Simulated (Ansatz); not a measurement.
Two isomers of BH6NSeSi: A = `NB[SiH2][SeH]`, B = `NB[Se][SiH3]`.

Calculated with Ansatz (gas phase, PBE0-D4/def2-TZVP geometries, no zero-point term in ΔE). CCSD(T)/CBS is the MP2 limit (def2-TZVPP, def2-QZVPP) plus CCSD(T) − MP2 in def2-TZVPP, frozen cores. Functionals use def2-TZVPP. For Se outer-core shells are correlated without core-valence functions, which leaves a few kJ/mol of doubt a bond. Scalar relativity is left out up to krypton. Each species was taken in one conformer, which may not be the lowest.

A:

Z-matrix (Å, degrees):
```
Si
B 1 2.012
Se 1 2.298 2 109.3
H 1 1.488 2 113.9 3 -114.4
H 1 1.494 2 112.8 3 122.5
N 2 1.385 1 120.4 3 -111.0
H 2 1.198 1 121.3 3 66.6
H 3 1.469 1 93.4 2 49.2
H 6 1.008 2 123.0 1 177.7
H 6 1.007 2 123.7 1 -2.7
```

B:

```xyz
10

N    -0.2139   -1.4848    0.6690
B     0.9551   -1.2661   -0.0443
Se    1.4153    0.3830   -1.0036
Si   -0.3462    1.6982   -0.4338
H    -0.3878   -2.3604    1.1324
H    -0.9749   -0.8313    0.7466
H     1.7785   -2.1275   -0.1136
H    -0.2644    2.1425    0.9821
H    -1.6320    0.9662   -0.6066
H    -0.3297    2.8802   -1.3283
```

Question: Which isomer does CCSD(T)/CBS put lower? Give the gap. (An estimate is asked.)

Answer: Computed: B, by 17.4 kcal/mol.

Question: Give E(B) − E(A) in kcal/mol with CCSD(T)/def2-TZVPP, B2PLYP, HF/def2-TZVPP, PBE-D4, r2SCAN-D4, MP2/def2-TZVPP, PBE0-D4. (An estimate is asked.)

Answer: Ansatz gave: CCSD(T)/def2-TZVPP -17.2, B2PLYP -17.1, HF/def2-TZVPP -17.4, PBE-D4 -15.6, r2SCAN-D4 -17.1, MP2/def2-TZVPP -19.4, PBE0-D4 -16.3. None reverses the order clearly.

Largest T1 diagnostic: 0.012.

From PBE to PBE0 (25 % exact exchange), in def2-TZVPP and without D4, E(B) − E(A) moves by −0.8 kcal/mol. The D4 term adds −0.8 kcal/mol with B3LYP and −0.4 kcal/mol with PBE0; it sums over pairs of atoms, weighted by their polarisabilities, and B3LYP, whose exchange is more repulsive, gets the larger term.

B3LYP here is the variant with VWN-RPA as its local correlation; programs differ in this.
